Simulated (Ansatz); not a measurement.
Total energies of C3H9BO2 (`CC(C)B(O)O`).

Cartesian coordinates in Å:
```
C -0.218 -1.509 0.537
C -0.063 -0.343 -0.445
C 1.379 -0.215 -0.920
B -0.640 0.977 0.196
O 0.212 2.004 0.500
O -1.988 1.028 0.438
H 0.111 -2.448 0.081
H 0.392 -1.352 1.432
H -1.255 -1.633 0.856
H -0.700 -0.567 -1.312
H 1.497 0.587 -1.653
H 2.048 0.011 -0.085
H 1.725 -1.145 -1.381
H -0.193 2.775 0.902
H -2.308 1.831 0.853
```

Total charge 0; spin multiplicity 1. Geometry: relaxed with PBE0-D4/def2-TZVP. It is one conformer, not always the lowest. Basis def2-TZVPP, Ansatz 0.2.0.

RPA on PBE orbitals: Hartree–Fock energy of these orbitals -293.43750 Eh, correlation -1.78633 Eh (frozen core).

```tsv
functional	energy without D4 (Eh)	D4 term (kJ/mol)
PBE0	-294.93013	-23.0
r2SCANh	-295.09544	-7.5
```

**Question.** Give the same for LDA (SPW92), PBE, revPBE, BLYP, r2SCAN, B97M-V, B3LYP, r2SCAN0, HSE06 (plane-wave form), BHLYP, CAM-B3LYP, LC-ωPBE, ωB97X-V, ωB97M-V, B2PLYP, PBE-QIDH. (Best estimate.)

**Answer.** The calculation gave: 
```json
{"functional": "LDA (SPW92)", "energy without D4 (Eh)": "-292.78292", "D4 term (kJ/mol)": "–"}
{"functional": "PBE", "energy without D4 (Eh)": "-294.89903", "D4 term (kJ/mol)": "-27.4"}
{"functional": "revPBE", "energy without D4 (Eh)": "-295.17215", "D4 term (kJ/mol)": "-91.9"}
{"functional": "BLYP", "energy without D4 (Eh)": "-295.16027", "D4 term (kJ/mol)": "-60.7"}
{"functional": "r2SCAN", "energy without D4 (Eh)": "-295.10821", "D4 term (kJ/mol)": "-7.2"}
{"functional": "B97M-V", "energy without D4 (Eh)": "-295.24484", "D4 term (kJ/mol)": "–"}
{"functional": "B3LYP", "energy without D4 (Eh)": "-295.28763", "D4 term (kJ/mol)": "-43.4"}
{"functional": "r2SCAN0", "energy without D4 (Eh)": "-295.07749", "D4 term (kJ/mol)": "-8.2"}
{"functional": "HSE06 (plane-wave form)", "energy without D4 (Eh)": "-294.91403", "D4 term (kJ/mol)": "-21.2"}
{"functional": "BHLYP", "energy without D4 (Eh)": "-295.11360", "D4 term (kJ/mol)": "-30.0"}
{"functional": "CAM-B3LYP", "energy without D4 (Eh)": "-295.14271", "D4 term (kJ/mol)": "-23.0"}
{"functional": "LC-ωPBE", "energy without D4 (Eh)": "-295.09631", "D4 term (kJ/mol)": "–"}
{"functional": "ωB97X-V", "energy without D4 (Eh)": "-295.18527", "D4 term (kJ/mol)": "–"}
{"functional": "ωB97M-V", "energy without D4 (Eh)": "-295.14899", "D4 term (kJ/mol)": "–"}
{"functional": "B2PLYP", "energy without D4 (Eh)": "-295.03814", "D4 term (kJ/mol)": "–"}
{"functional": "PBE-QIDH", "energy without D4 (Eh)": "-294.89460", "D4 term (kJ/mol)": "–"}
```

B3LYP takes the VWN-RPA correlation (the form of Gaussian; ORCA's B3LYP/G). HSE06 is the plane-wave form, built on full-range PBE exchange. The double hybrids freeze the cores in their second-order part.

LC-ωPBE has ω = 0.4 bohr⁻¹.
